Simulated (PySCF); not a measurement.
## From computed data to an observable: dipole moment from atomic charges

C2H2BClO, SMILES C#CB(O)Cl. Atoms are numbered in the order given.

```xyz
7

B     -0.3857     0.0601     0.0000
C      0.1765    -1.3652     0.0000
C      0.6047    -2.5039     0.0000
H      0.9948    -3.5065     0.0000
Cl     0.7134     1.4332     0.0000
O     -1.7056     0.3178     0.0000
H     -2.2366    -0.4867     0.0000
```

Coordinates come from a PBE0-D3(BJ)/def2-SVP optimisation. One conformer was computed; it need not be the lowest.

Charges (e) from PySCF with r2SCAN/def2-TZVP:

```tsv
atom	ESP fit	Mulliken
B1	0.494	0.252
C2	-0.237	-0.118
C3	-0.276	-0.159
H4	0.294	0.202
Cl5	-0.135	-0.151
O6	-0.583	-0.363
H7	0.444	0.336
```

The dipole moment of the full density is 2.87 D.

Q: What dipole moment does each set of point charges give, and which comes closer to that of the density?

A: 
μ = Σ q r, and 1 e Å = 4.8032 D.
ESP fit: Σ q r = (-0.202, -0.581, 0.000) e Å, |μ| = 2.96 D.
Mulliken: Σ q r = (-0.253, -0.629, 0.000) e Å, |μ| = 3.26 D.
ESP fit comes closer in size. Point charges leave out the atoms' own dipoles (lone pairs, polarised bonds); fits to the potential absorb them, partitions of the density don't.
